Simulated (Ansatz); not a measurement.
Cartesian coordinates in Å:
```
C -1.779 -0.428 -0.593
Si -0.189 0.458 -0.193
O -0.482 1.789 0.733
F 0.395 0.947 -1.620
Al 1.603 -0.764 0.992
O 3.178 -0.699 0.358
H -1.597 -1.285 -1.247
H -2.476 0.240 -1.110
H -2.263 -0.790 0.317
H -1.208 2.368 0.490
H 1.429 -1.629 2.306
H 3.389 -0.207 -0.434
```

The species carries charge 0 and has multiplicity 1.

Question: List the PBE0/def2-TZVPP orbital energies in eV (the Gaussian-basis code of Ansatz). (Estimate.)

Answer: Computed: Occupied: -1803.46, -1527.77, -673.40, -522.83, -522.19, -277.92, -145.60, -113.65, -100.32, -100.27, -100.22, -73.77, -73.59, -73.55, -32.75, -28.24, -27.20, -19.86, -15.82, -14.06, -14.00, -12.51, -12.30, -11.81, -11.55, -11.09, -10.54, -9.92, -9.51, -9.34, -9.27, -7.29. Lowest empty: -1.39, -0.21, 0.73, 0.86, 1.73, 2.15, 2.44, 2.75.
